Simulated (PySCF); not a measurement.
H₆MgOSi₂, SMILES [O]([Mg][SiH3])[SiH3].

Geometry optimised at ωB97X-D3(BJ)/def2-SVP. The structure was generated by enumeration; whether it is a known compound was not checked. Other conformers were not sampled.

Two levels are set side by side: PBE/def2-TZVP (PySCF) and r2SCAN/def2-TZVP (PySCF). Same geometry, gas phase. Differences are taken from unrounded values.

```csv
quantity,PBE
orbital gap (eV),4.63
highest occupied level (eV),-6.53
lowest empty level (eV),-1.90
dipole moment (D),1.40
mean polarisability (bohr³),93.9
```

### Question
These are the PBE values. What does r2SCAN give? (An estimate is asked for; the answer gives what the named calculation found.)

### Answer

| quantity | r2SCAN | PBE minus r2SCAN |
|---|---|---|
| orbital gap (eV) | 5.22 | -0.59 |
| highest occupied level (eV) | -6.68 | 0.15 |
| lowest empty level (eV) | -1.46 | -0.44 |
| dipole moment (D) | 1.23 | 0.17 |
| mean polarisability (bohr³) | 89.9 | 4.0 |

Rough cost on one machine, each run with all the roots and properties that it gave: r2SCAN against PBE about 3 times.
